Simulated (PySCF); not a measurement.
A run for PySCF: R-MP2/6-31G* on GeH2O (SMILES [OH][GeH]), a point of a torsion scan.

```python
from pyscf import gto, scf, dft, mp
from pyscf.data.elements import chemcore

mol = gto.M(
    atom='''
    O    -0.87750057    0.17581219    0.21675112
    Ge    0.69981687    0.82094966   -0.17245981
    H    -1.49114784   -0.45215646   -0.15278116
    H     1.59928865   -0.63762805   -0.15934154
    ''',
    basis='6-31g*',
    cart=True,
    charge=0, spin=0, verbose=3, max_memory=1800)
mf = scf.RHF(mol)
mf.conv_tol = 1e-8
mf.max_cycle = 100
mf.kernel()
if not mf.converged:
    mf = mf.newton().run(mf.mo_coeff, mf.mo_occ)
pt = mp.MP2(mf, frozen=chemcore(mol)).run()
```

**Question.** Give the final energy of this run.

**Answer.** -2151.4988 hartree.
